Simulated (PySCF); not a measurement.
Lowest empty level (eV) of eight silicon and germanium compounds: PBE beside r2SCAN, computed with PySCF for isolated molecules in the bases named; differences from unrounded values. The eight are the first of their class met in an unordered collection, after screening for sound electronic states; none was chosen by its value. Each molecule has one DFT geometry for both levels.

| molecule | basis | r2SCAN | PBE | difference |
|---|---|---|---|---|
| C₃H₇FOSi, SMILES [C@@H](C)([SiH2]C=O)F | def2-TZVP | -2.64 | -2.82 | -0.18 |
| CH8O2Si2, SMILES O[Si](C)(O)[SiH3] | def2-TZVP | -0.24 | ? | ? |
| H4Se3Si, SMILES [SeH][SiH]([SeH])[SeH] | def2-TZVP | -1.56 | -1.78 | -0.22 |
| C2H8OSSi, SMILES C[Si](C)(O)S | def2-TZVP | 0.03 | -0.40 | -0.43 |
| C4H8OSi, SMILES [SiH3]/C=C1\CCO1 | def2-TZVP | -0.59 | ? | ? |
| C3H8O2Si, SMILES C[C@H]1OC[Si@@H]1O | def2-TZVP | 0.00 | -0.56 | -0.56 |
| ClFH₂Se₂Si, SMILES F[Si](Cl)([SeH])[SeH] | def2-TZVP | -1.53 | -1.74 | -0.21 |
| Si(F)3(Et) (C2H5F3Si), SMILES CC[Si](F)(F)F | def2-TZVP | 0.48 | ? | ? |

### Question
Complete the blanks. (The exact figures need the calculation; the answer reports its results.)

### Answer

- Si(F)3(Et) (C2H5F3Si), SMILES CC[Si](F)(F)F, PBE: -0.18
- Si(F)3(Et) (C2H5F3Si), SMILES CC[Si](F)(F)F, difference: -0.66
- CH8O2Si2, SMILES O[Si](C)(O)[SiH3], PBE: -0.59
- CH8O2Si2, SMILES O[Si](C)(O)[SiH3], difference: -0.35
- C4H8OSi, SMILES [SiH3]/C=C1\CCO1, PBE: -0.81
- C4H8OSi, SMILES [SiH3]/C=C1\CCO1, difference: -0.22

PBE lies below r2SCAN in 8 and above it in 0 of the eight; the mean signed difference is -0.35 and the largest -0.66 eV.
